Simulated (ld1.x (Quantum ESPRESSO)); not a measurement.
## Configuration tests for tungsten (TM)

W (Z = 74), norm-conserving Troullier–Martins (Kleinman–Bylander form), made with ld1.x (Quantum ESPRESSO) 7.5 (PBEsol, fully relativistic). Core [Kr] 4d10 4f14, reference 5s2 5p6 5d4 6s0 6p0 (charge +2). Waves: 5s (bound): rc 1.45 bohr; 5p (bound): rc 1.56 bohr; 5d (bound): rc 2.05 bohr. Local part: all-electron potential smoothed inside 1.60 bohr (lloc = -1). Core correction: Bessel-smoothed model core inside 1.10 bohr.

Open shells are filled in proportion to 2j + 1 (rel_dist='average').

Energies are relative to the spin-unpolarised reference configuration 5s2 5p6 5d4 6s0 6p0; without spin polarisation the order of configurations can differ from experiment.

| valence configuration | charge | ΔE all-electron (eV) | error AE − PS (meV) |
| --- | --- | --- | --- |
| 5s2 5p6 5d4 6s2 6p0 | 0 | -24.627 | -119 |
| 5s2 5p6 5d4 6s1 6p0 | +1 | -15.697 | -70 |
| 5s2 5p6 5d3 6s0 6p0 | +3 | 25.395 | -11 |
| 5s2 5p6 5d4 6s1 6p1 | 0 | -20.121 | -64 |
| 5s2 5p6 5d3 6s2 6p1 | 0 | -20.606 | -152 |
| 5s1 5p6 5d4 6s2 6p0 | +1 | 60.716 | -345 |
| 5s2 5p6 5d4.5 6s1.5 6p0 | 0 | -23.933 | -84 |

Levels in the configuration 5s1 5p6 5d4 6s2 6p0:

```json
{"level": "5s j=1/2", "all-electron (eV)": "-92.175", "pseudo (eV)": "-92.634"}
{"level": "5p j=1/2", "all-electron (eV)": "-63.151", "pseudo (eV)": "-63.497"}
{"level": "5p j=3/2", "all-electron (eV)": "-52.883", "pseudo (eV)": "-53.144"}
{"level": "5d j=3/2", "all-electron (eV)": "-15.408", "pseudo (eV)": "-15.485"}
{"level": "5d j=5/2", "all-electron (eV)": "-14.472", "pseudo (eV)": "-14.540"}
{"level": "6s j=1/2", "all-electron (eV)": "-13.529", "pseudo (eV)": "-13.492"}
```

A Bessel basis up to 400 Ry misses an occupied level by 0.02 Ry, so cutoffs and ghosts were not judged.
